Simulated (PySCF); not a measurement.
C6H7N3O.
Structure used (PBE0-D3(BJ)/def2-SVP), in Å, numbered top down from 1:
```
atom  x, y, z in Å
C1     2.7195   -1.2307   -0.6028
C2     1.4643   -0.4367   -0.4962
N3     1.3801    0.6753   -1.2376
N4     0.2914    1.3936   -1.1509
C5    -0.6980    1.0157   -0.3475
C6    -1.8651    1.9329   -0.3584
O7    -2.8694    1.7769    0.2882
C8    -0.5999   -0.1663    0.4279
C9    -1.6741   -0.6447    1.3411
N10    0.5113   -0.8810    0.3316
H11    2.4823   -2.2833   -0.8149
H12    3.2531   -1.2114    0.3604
H13    3.3649   -0.8178   -1.3862
H14   -1.7130    2.8017   -1.0435
H15   -1.3633   -1.5952    1.7910
H16   -1.8752    0.0996    2.1261
H17   -2.6242   -0.7638    0.8005
```

Level: PBE0/pcSseg-1 in PySCF, non-relativistic, on one gas-phase PBE0-D3(BJ)/def2-SVP geometry that isn't relaxed in the solvent. The solvent is an IEF-PCM continuum (cavity from Bondi-type radii × 1.2). Only the electrostatic response of the medium enters.

```csv
run,E − E(gas) (kcal/mol),HOMO (eV),HOMO–LUMO gap (eV),dipole (D)
gas,0.00,-7.18,4.57,2.24
P,-3.15,-7.22,4.63,2.46
Q,-7.89,-7.30,4.73,2.74
```

The runs were made in cyclohexane and methanol. Which run belongs to which solvent?

P = cyclohexane, Q = methanol. The dielectric constants are 2.017 (cyclohexane), 32.61 (methanol), and the energy falls further as ε rises. In this model the ground state sees the solvent through ε alone.

How constant is the ratio of the lowering to (ε − 1)/(2ε + 1)?

| solvent | (ε − 1)/(2ε + 1) | E − E(gas) (kcal/mol) | ratio (kcal/mol) | polarisation term (kcal/mol) |
| --- | --- | --- | --- | --- |
| cyclohexane | 0.202 | -3.15 | -15.6 | -3.30 |
| methanol | 0.477 | -7.89 | -16.5 | -8.84 |

The ratio changes by +5.9 % in size from cyclohexane to methanol. The polarisation term is half the interaction of the solute with the induced surface charges.
